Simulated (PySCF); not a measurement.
## GdH at ROHF-CCSD(T)

Computed with ROHF-CCSD(T); Gd x2c-SVPall, H x2c-SVPall; spin-free X2C with a Gaussian nucleus (PySCF 2.14).

```json
{"state": "octet, about 7.0 electrons in the 4f shell (Mulliken)", "bond length": "3.680 bohr", "harmonic wavenumber": "1539 cm⁻¹", "force constant": "1.40 mdyn/Å", "rotational constant Be": "4.440 cm⁻¹", "anharmonicity ωexe": "20.7 cm⁻¹", "vibration–rotation constant αe": "0.0740 cm⁻¹", "well depth De to Gd (4f7 5d1 6s2) + H": "2.49 eV", "dissociation energy D0": "2.40 eV"}
```

Correlated steps freeze 18 core orbitals. Correlated levels converge slowly with the basis: in double zeta they bind strong bonds too weakly, by up to about 1 eV, and carry superposition errors of some tenths. These are scalar-relativistic numbers at best; spin–orbit coupling would shift them, the dissociation energy most. With d or f electrons several states lie close, and the lowest PBE0 determinant need not be the measured ground state.
